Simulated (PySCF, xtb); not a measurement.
NbO2F, SMILES [O]=[Nb](=[O])[F], multiplicity 1.

Harmonic wavenumbers (cm⁻¹) from xtb 6.7.1 with GFN2-xTB at its own minimum, in rising order: 184, 205, 262, 375, 736, 740.

Q: What does PySCF with PBE0-D3(BJ)/def2-TZVP give at its own minimum? (The exact figures need the calculation; the answer reports its results.)

A: 176, 220, 346, 669, 992, 1040. Paired by order, the mean absolute difference is 160 cm⁻¹ and the zero-point energies are 3.6 and 4.9 kcal/mol.
